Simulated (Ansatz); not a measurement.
`C#C[C]([SiH3])([InH2])O[SiH3]` at its PBE0-D4/def2-TZVP geometry, where that method's forces vanish. Charge 0, multiplicity 1. In: def2 effective core potential.

```xyz
16

C    -0.8537   -2.0697    1.4969
C    -0.6337   -1.0489    0.8930
C    -0.3861    0.1491    0.1482
Si   -1.9419    1.2007   -0.0038
In    0.2658   -0.4478   -1.9293
O     0.6602    0.9638    0.7281
Si    2.1957    0.4036    0.6231
H    -1.0475   -2.9704    2.0289
H    -1.6151    2.4388   -0.7570
H    -2.9329    0.4070   -0.7827
H    -2.5144    1.5513    1.3221
H     0.3177   -2.1214   -2.3117
H     0.5095    0.8721   -3.0104
H     3.1272    1.5427    0.7676
H     2.3206   -0.1791   -0.7759
H     2.5285   -0.6919    1.5630
```

**Question.** What forces (eV/Å) does B3LYP-D4/def2-TZVPP give on these atoms in the Gaussian-basis code of Ansatz? (Estimate.)

**Answer.** The calculation gave: 
```
C1  -0.007 -0.040  0.023
C2  -0.020 -0.122  0.098
C3  -0.377 -0.120 -0.013
Si4 -0.135  0.118 -0.007
In5  0.031 -0.056 -0.200
O6   0.195  0.147  0.107
Si7  0.285  0.005  0.041
H8   0.020  0.094 -0.056
H9  -0.028 -0.082  0.055
H10  0.062  0.056  0.053
H11  0.037 -0.021 -0.086
H12  0.002 -0.060 -0.017
H13  0.008  0.042 -0.043
H14 -0.058 -0.081 -0.007
H15  0.007  0.042  0.116
H16 -0.021  0.077 -0.066
```

B3LYP here is the variant with VWN-RPA as its local correlation; programs differ in this.
